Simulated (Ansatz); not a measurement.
TaF4 in a box, plane waves

Ansatz 0.2.0, DFT PBE, spin-orbit coupling, plane waves, PAW, molecule in a box. The geometry was relaxed with Gaussian bases (PBE0; Ta def2-SVP with ECP60, F def2-SVP) as a doublet.

```yaml
crystal:
  lattice:
    - [12.51, 0.0, 0.0]
    - [0.0, 12.51, 0.0]
    - [0.0, 0.0, 10.29]
  atoms:
    - { symbol: Ta, position: [0.49998641, 0.49998641, 0.50013703], spin: 1.0, spin_axis: [0.0, 0.0, 1.0] }
    - { symbol: F, position: [0.64026059, 0.49998641, 0.43731778] }
    - { symbol: F, position: [0.49998641, 0.64026059, 0.56295627] }
    - { symbol: F, position: [0.35971223, 0.49998641, 0.43731778] }
    - { symbol: F, position: [0.49998641, 0.35971223, 0.56295627] }
basis:
  ecutwfc: 420
  ecutrho_ratio: 4
kpoints:
  mp_grid: { grid: [1, 1, 1] }
hamiltonian:
  xc: pbe
scf:
  occupations: { method: gaussian, width: 0.01 }
output:
  forces: true
  eigenvalues: true
  populations: true
  write_density: true
  write_potential: true
  elf: true
  volumetric_format: npy
magnetization:
  noncollinear: true
  spin_orbit: true
```

Command:
```sh
ansatz run input.yaml --threads 2 --pin off --max-ram 5120MiB --backend cpu --events-out ev --progress --plain --runs-dir out
```
It took 110 s on 2 threads of Arm Neoverse V2, with other jobs on the host, peak memory 2.3 GiB.

**Question.** How does the SCF go?

**Answer.** 
```
SCF iter   1: F=—  HF=-13194.173266 eV  |F-HF|=—  |Δ(HF+E_count)|=         —  Δρ=2.78e-2
preconditioner: auto → Resta (q_TF=auto, 1.480 Å⁻¹)  ε∞=1.2  [insulator: Δε(μ)=0.323 eV  Ē_g=11.061 eV  σ=0.010 eV  W_gap=1.00  n_
spin=Noncollinear: Resta preconditioning applied to the charge; magnetization (m_x, m_y, m_z) channels mix plain (no charge-respon
SCF iter   2: F=—  HF=-13190.858513 eV  |F-HF|=—  |Δ(HF+E_count)|=    3.31e0  Δρ=8.32e-3
SCF iter   3: F=—  HF=-13190.895642 eV  |F-HF|=—  |Δ(HF+E_count)|=   3.71e-2  Δρ=5.67e-3
...
SCF iter   9: F=—  HF=-13190.970556 eV  |F-HF|=—  |Δ(HF+E_count)|=   1.01e-5  Δρ=4.18e-5
SCF iter  10: F=—  HF=-13190.970551 eV  |F-HF|=—  |Δ(HF+E_count)|=   5.23e-6  Δρ=1.57e-5
SCF iter  11: F=—  HF=-13190.970552 eV  |F-HF|=—  |Δ(HF+E_count)|=   8.07e-7  Δρ=2.98e-6
SCF iter  12: F=—  HF=-13190.970552 eV  |F-HF|=—  |Δ(HF+E_count)|=   1.02e-8  Δρ=9.92e-7
SCF iter  13: F=-13190.970552 eV  HF=-13190.970552 eV  |F-HF|=2.91e-11  |Δ(HF+E_count)|=   3.05e-9  Δρ=1.12e-7
```

**Question.** Which levels lie next to the highest filled one (eV, counted from it)?

**Answer.** Filled: -5.45, -5.45, -5.44, -5.20, -5.20, -5.17, -5.16, -4.99, -4.98, 0.00. Empty: 1.53, 2.31, 2.34, 2.41, 2.74, 2.76, 2.91, 4.21.

**Question.** What forces are left at this geometry, relaxed with Gaussian bases (eV/Å)?

**Answer.** 
```
Ta   0.00  0.00  0.00
F    0.01  0.00  0.00
F    0.00  0.01  0.00
F   -0.01  0.00  0.00
F    0.00 -0.01  0.00
```

The open shells may stand above their lowest state.

The forces come from the other functional as well as from the basis.
